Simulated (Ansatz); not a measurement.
Basis-set extrapolation for `N[Si](N)(N)F` (PBE0-D4/def2-TZVP geometry, frozen core, Ansatz). Multiplicity 1, RHF reference.

|  | def2-TZVPP | def2-QZVPP |
| --- | --- | --- |
| HF | -555.539836 | -555.563163 |
| MP2 correlation | -1.009854 | -1.091520 |
| CCSD(T) correlation | -1.072713 | not run |

Energies in hartree. Use E(X) = E(∞) + A·exp(−7.88·√X) for Hartree–Fock and E(X) = E(∞) + B·X^(−2.97) for correlation, with X = 3 and 4, and add CCSD(T) minus MP2 of the smaller set to the MP2 limit.

Problem. What is the CCSD(T) energy at the basis-set limit?

Solution. HF limit: -555.563163 + (-0.023327) × 0.13774 = -555.56638. MP2 limit: -1.091520 + (-0.081666) × 0.74074 = -1.15201. Higher-order term: -1.072713 − (-1.009854) = -0.06286. Total: -556.78125 hartree, 4.59 eV below CCSD(T)/def2-TZVPP.
